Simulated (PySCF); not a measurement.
Be(Br)(iPr) (C₃H₇BeBr), SMILES C[CH](C)[Be][Br].

Geometry: PBE0-D3(BJ)/def2-SVP. The values are those of a single conformer.

All values below come from PBE/def2-TZVP (PySCF).

Symmetry labels are those of the subgroup Cs that the program uses (full group Cs).

Computed valence orbital energies around the gap with their symmetry:
```tsv
orbital	symmetry	energy (eV)
HOMO−7	A"	-9.75
HOMO−6	A"	-9.18
HOMO−5	A'	-9.16
HOMO−4	A"	-8.17
HOMO−3	A'	-8.07
HOMO−2	A"	-7.49
HOMO−1	A'	-7.48
HOMO	A'	-6.35
LUMO	A'	-0.99
LUMO+1	A"	-0.95
LUMO+2	A'	-0.74
LUMO+3	A'	1.06
```
